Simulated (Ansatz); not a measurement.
C2H3BFNO (`N#CCB(O)F`), one more setting.

```yaml
crystal:
  periodic: [false, false, false]
  atoms:
    - {symbol: N, position_ang: [-1.444517, -0.416121, 2.447446]}
    - {symbol: C, position_ang: [-0.648837, -0.413945, 1.618101]}
    - {symbol: C, position_ang: [0.346090, -0.410642, 0.567277]}
    - {symbol: B, position_ang: [-0.059272, 0.384660, -0.737581]}
    - {symbol: O, position_ang: [0.728030, 0.269262, -1.823743]}
    - {symbol: F, position_ang: [-1.134758, 1.162102, -0.764723]}
    - {symbol: H, position_ang: [0.595133, -1.440881, 0.294843]}
    - {symbol: H, position_ang: [1.274880, 0.024426, 0.954701]}
    - {symbol: H, position_ang: [0.431749, 0.794939, -2.573319]}
basis:
  gaussian: {orbitals: pcseg-2}
total_charge: -1
magnetization: {spin_polarized: true, initial_magnetization: 1}
hamiltonian: {xc: {name: rPW86-PBE}}
output: {forces: true}
```

```sh
$ ansatz run in.yaml --threads 4 --pin off --events-out ev --progress --plain --max-ram 10444MiB
```

Output, abridged:

```
Functional definition: rPW86-PBE
1115 factors; their error is unknown
mean field evaluation 1: about -9060.8129 eV, gradient 5.6e1 eV
mean field evaluation 2: about -8769.1151 eV, gradient 1.4e2 eV
mean field evaluation 4: about -9068.5178 eV, gradient 3.1e1 eV
mean field evaluation 8: about -9076.5262 eV, gradient 2.6e0 eV
mean field evaluation 16: about -9076.4913 eV, gradient 6.2e-2 eV
mean field -9076.49129343 eV, -333.5549027667 hartree, gradient 1.1e-5 eV, S^2 0.750580; 6 other end points of the search recorded, 0 dependent functions left out
reference -9076.49141279 eV, -333.5549071534 hartree; 23, 22 occupied and 199, 200 virtual orbitals, 1115 factors
Total energy: -9076.49141279 eV, -333.5549071534 hartree
Atom 0 at    -1.444517    -0.416121     2.447446 Å, force    -1.134993     0.000918     1.321647 eV/Å
Atom 1 at    -0.648837    -0.413945     1.618101 Å, force     0.831748    -0.074009    -1.007624 eV/Å
Atom 2 at     0.346090    -0.410642     0.567277 Å, force    -0.285917    -0.077831     0.137628 eV/Å
Atom 3 at    -0.059272     0.384660    -0.737581 Å, force     0.437464    -0.502008    -0.288601 eV/Å
Atom 4 at     0.728030     0.269262    -1.823743 Å, force     0.992252    -0.989824     0.800219 eV/Å
Atom 5 at    -1.134758     1.162102    -0.764723 Å, force    -1.012870     0.743878     0.230327 eV/Å
Atom 6 at     0.595133    -1.440881     0.294843 Å, force     0.075979    -0.243300    -0.110556 eV/Å
Atom 7 at     1.274880     0.024426     0.954701 Å, force     0.542198     0.260965     0.164019 eV/Å
Atom 8 at     0.431749     0.794939    -2.573319 Å, force    -0.445861     0.881211    -1.247059 eV/Å
Dipole moment:    -0.102453    -0.006267     0.002944 e Å
```

Run time 16 s (4 threads of an Arm Neoverse V1 on a shared host); peak host memory 0.69 GiB.
